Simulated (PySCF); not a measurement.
F2HfI2, multiplicity 1. Atoms are numbered in the order given.

```xyz
5

Hf     0.0000     0.0000     0.7390
F      0.0000    -1.5457     1.8423
F      0.0000     1.5457     1.8423
I     -2.2271     0.0000    -0.8148
I      2.2271     0.0000    -0.8148
```

Geometry optimised at B3LYP-D3(BJ)/def2-SVP. The spin state was assumed, not searched. The structure was generated by enumeration; whether it is a known compound was not checked. The def2 effective core potentials stand for the cores of Hf, I; spin–orbit coupling is left out.

Calculation: B3LYP/def2-TZVP (PySCF).

Gas-phase values at a fixed geometry.

### Question
Estimate the frontier levels, gap, dipole moment and polarisability. (The exact figures need the calculation; the answer reports its results.)

### Answer

The highest occupied level is -7.88 eV. The lowest empty level is -2.50 eV and the orbital gap comes out as 5.38 eV. The dipole moment is 0.53 D and the quadrupole, principal values (traceless, Buckingham form, about the centre of nuclear charge) is -3.34, -0.52, 3.86 D·Å. The mean static polarisability is 103.6 bohr³ (15.35 Å³) and the polarisability, principal values is 78.4, 94.0, 138.4 bohr³.
